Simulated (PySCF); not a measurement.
Molecule: TMS-CHClF, C4H10ClFSi.

Geometry:
| atom | x (Å) | y (Å) | z (Å) |
| --- | --- | --- | --- |
| C1 | -0.506 | -1.163 | -1.373 |
| Si2 | 0.092 | -0.033 | -0.006 |
| C3 | 1.285 | 1.274 | -0.624 |
| C4 | 0.811 | -1.014 | 1.423 |
| C5 | -1.462 | 0.868 | 0.679 |
| F6 | -2.353 | -0.047 | 1.161 |
| Cl7 | -2.242 | 1.817 | -0.633 |
| H8 | -1.252 | -1.871 | -0.982 |
| H9 | -0.981 | -0.581 | -2.177 |
| H10 | 0.325 | -1.741 | -1.805 |
| H11 | 1.606 | 1.944 | 0.188 |
| H12 | 2.186 | 0.805 | -1.050 |
| H13 | 0.815 | 1.886 | -1.408 |
| H14 | 0.062 | -1.711 | 1.828 |
| H15 | 1.681 | -1.604 | 1.093 |
| H16 | 1.143 | -0.356 | 2.241 |
| H17 | -1.256 | 1.597 | 1.480 |

Geometry PBE0-D3(BJ)/def2-SVP throughout; GIAO in PySCF 2.14.0 with density-fitted response routines, gas phase, one conformer, non-relativistic; equivalent atoms averaged; basis pcSseg-1.

(1) How do the shifts δ (against TMS, CFCl3, HCl at the same level) depend on the functional? (ppm; last column core-seconds on 1 thread of an Arm Neoverse V1, shared host; the GGAs took longer than the global hybrids here, which isn't the general rule, and the cause wasn't traced)

(2) Which nucleus moves most, in ppm?

## Answers

(1) 
```tsv
functional	kind	C5	C1/C3/C4	Si2	F6	Cl7	H17	H8/H9/H10/H11/H12/H13/H14/H15/H16	core-s
PBE	GGA	113.6	-5.0	3.3	-201.4	212.4	6.22	0.13	35
BLYP	GGA	115.6	-5.0	3.2	-198.7	214.0	6.20	0.12	33
OPBE	GGA	107.3	-4.3	2.3	-195.1	191.9	6.14	0.15	36
KT2	GGA	109.7	-4.8	3.1	-203.9	203.7	6.22	0.14	36
B97-D	GGA	111.4	-4.6	3.5	-195.1	198.7	6.17	0.14	36
PBE0	global hybrid	107.7	-4.8	4.9	-190.5	185.5	5.91	0.15	27
WP04	global hybrid	113.8	-3.8	4.0	-181.8	186.6	5.80	0.19	24
CAM-B3LYP	range-separated hybrid	108.9	-5.0	5.8	-184.8	188.1	5.84	0.14	35
wB97X-D	range-separated hybrid	106.8	-4.7	6.2	-185.5	179.1	5.84	0.15	33
```

(2) Cl7 (chlorine bonded to C): from 179.1 ppm with wB97X-D to 214.0 ppm with BLYP. The smallest spread is 0.06 ppm, at H8/H9/H10/H11/H12/H13/H14/H15/H16. Proton shifts span only some 12 ppm, so a few tenths of a ppm matter as much there as several ppm in carbon.
